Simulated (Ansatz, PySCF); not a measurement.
C₂H₃BrClFSi (SMILES C=C[Si](F)(Cl)Br), singlet, geometry from GFN2-xTB, with bond 9-2 at 2.4 times its length. Base run: CASSCF(4,6)/STO-3G (PySCF).

Input for PySCF:
```python
from pyscf import gto, scf, mcscf
import numpy

mol = gto.M(
    atom='''
C    -2.854421   -1.020739    0.481907
C    -1.722364   -1.091222   -0.203426
Si   -0.107522   -0.339294    0.370401
F    -0.351429    0.399962    1.773858
Cl    1.381870   -1.654863    0.622371
Br    0.486789    1.301148   -0.965689
H    -2.913785   -0.514789    1.431573
H    -3.768796   -1.463966    0.121643
H    -1.711778   -2.328007   -2.488750
''',
    basis='sto-3g',
    charge=0,
    spin=0,
    verbose=3,
)

mf = scf.RHF(mol)
mf.kernel()
mc = mcscf.CASSCF(mf, 6, 4)
mc.fix_spin_(ss=0.0)
mc.kernel()
occ = numpy.linalg.eigvalsh(mc.fcisolver.make_rdm1(mc.ci, mc.ncas, mc.nelecas))[::-1]
ss = mc.fcisolver.spin_square(mc.ci, mc.ncas, mc.nelecas)[0]
print('natural occupations', occ.round(4), ' <S^2>', round(ss, 4))
```

Programs used: Ansatz (a program for electronic structure), PySCF; a row that names a program was run with it.

Variants of this job, named by their change:

| change | ΔE vs base (mEh) | natural occupations | <S^2> of the state | outcome |
|---|---|---|---|---|
| base | 0.000 | 1.87 1.31 0.69 0.13 0.00 0.00 | 0.00 | converged |
| solver = newton | 0.000 | 1.87 1.31 0.69 0.13 0.00 0.00 | 0.00 | converged |
| code = ansatz; correction = SC-NEVPT2, all electrons | -128.3 | - | - | converged |
| conv_tol = 1e-5 | 0.016 | 1.87 1.31 0.69 0.13 0.00 0.00 | 0.00 | converged |
| state_average = 2 states | 1.262 | - | - | converged |
| active space = 8 electrons, 6 orbitals | - | - | - | not converged |
| orbitals = fixed (CASCI); correction = SC-NEVPT2 | -112.4 | 2.00 1.33 0.67 0.00 0.00 0.00 | 0.00 | converged |
| active space = 2 electrons, 4 orbitals | 48.205 | 1.31 0.69 0.00 0.00 | 0.00 | converged |
| start = MP2 natural orbitals | 0.000 | 1.87 1.31 0.69 0.13 0.00 0.00 | 0.00 | converged |
| active space = 8 electrons, 7 orbitals | - | - | - | not converged |
| active space = 4 electrons, 4 orbitals | 1.684 | 1.86 1.31 0.69 0.14 | 0.00 | converged |

Active orbitals are taken around the Fermi level unless the row says otherwise; CASSCF can end in different local minima, and two programs can end on different orbitals. State-averaged rows give the lowest state.
